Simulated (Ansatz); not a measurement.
Molecule: Si$_{2}$H$_{4}$, net charge 0, singlet state. 
Geometry from a B3LYP-D3(BJ)/def2-TZVP (Ansatz, an electronic-structure program) optimisation:
```xyz
6

Si     0.0071     1.0500     0.8096
H     -0.4184     1.8608    -0.4081
Si     0.0198    -0.9006    -0.5838
H      0.9769    -0.6998    -1.7070
H     -1.3363    -1.1013    -1.1659
H      0.4013    -2.1512     0.1194
```

Property: vertical ionisation energy (to the doublet state of charge +1; each state is the SCF solution reached for its spin; for the singlet the Hartree-Fock reference is unstable and T1 is 0.015), in eV. Correlated levels leave the core frozen unless marked. Open shells are spin-unrestricted. No spin-orbit coupling. Non-relativistic. CBS(X,Y): correlation extrapolated as X^-3; Hartree-Fock from the larger set. The bracket is a focal-point correction in the basis named.

| level | program | vertical ionisation energy (eV) |
|---|---|---|
| HF/aug-cc-pV(T+d)Z | Ansatz | 7.77 |
| HF/def2-TZVPPD | Ansatz | 7.77 |
| SVWN5/def2-TZVPD | Ansatz | 8.81 |
| PBE/def2-TZVPD | Ansatz | 8.66 |
| r2SCAN/def2-TZVPD | Ansatz | 8.65 |
| B2PLYP/def2-TZVPD | Ansatz | 8.70 |
| MP2/aug-cc-pV(T+d)Z | Ansatz | 8.74 |

### Question
Estimate the value at RI-MP2/CBS(aug-cc-pV(T+d)Z,aug-cc-pV(Q+d)Z)+[CCSD(T)-MP2]/aug-cc-pV(T+d)Z as computed with Ansatz.

### Answer
8.94 eV
